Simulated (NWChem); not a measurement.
Species: CH2N, doublet; SMILES C=[N]

```xyz
4

C      0.0000     0.0000     0.5013
N      0.0000     0.0000    -0.7494
H      0.0000    -0.9480     1.0986
H      0.0000     0.9480     1.0986
```
Atoms are numbered in this order, from 1.

Level: PBE-D3(BJ)/def2-SVP, spin-unrestricted (NWChem), optimised geometry, unscaled harmonic frequencies. In the optimisation the excess spin sits in b2 (C2v, its own frame).

Problem. List the harmonic frequencies with IR intensities, and the thermochemistry.

Solution. 
```csv
frequency (cm⁻¹),IR intensity (km/mol)
873,3.4
931,33.7
1301,17.5
1707,0.8
2875,0.0
2927,11.5
```

```json
{
 "zero_point_energy": "15.2 kcal/mol",
 "thermal correction to the enthalpy at 298.15 K (with zero-point energy)": "17.6 kcal/mol",
 "heat capacity Cv": "7.1 cal/(mol K)",
 "entropy at 298.15 K and 1 atm (symmetry number 2, electronic part: spin degeneracy alone)": "53.6 cal/(mol K)",
 "dipole_moment": "2.28 D"
}
```

Rigid rotor and harmonic oscillator.
